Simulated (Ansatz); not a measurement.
Basis-set extrapolation for `FC1=C(F)C(F)(F)C1` (PBE0-D4/def2-TZVP geometry, frozen core, the Gaussian-basis code of Ansatz). Multiplicity 1, RHF reference.

```tsv
	def2-TZVPP	def2-QZVPP
HF	-550.551835	-550.575478
MP2 correlation	-1.606298	-1.743417
CCSD(T) correlation	-1.682929	not run
```

Energies in hartree. Use E(X) = E(∞) + A·exp(−7.88·√X) for Hartree–Fock and E(X) = E(∞) + B·X^(−2.97) for correlation, with X = 3 and 4, and add CCSD(T) minus MP2 of the smaller set to the MP2 limit.

Q: What is the CCSD(T) energy at the basis-set limit?

A: HF limit: -550.575478 + (-0.023643) × 0.13774 = -550.57873. MP2 limit: -1.743417 + (-0.137119) × 0.74074 = -1.84499. Higher-order term: -1.682929 − (-1.606298) = -0.07663. Total: -552.50035 hartree, 166.7 kcal/mol below CCSD(T)/def2-TZVPP.
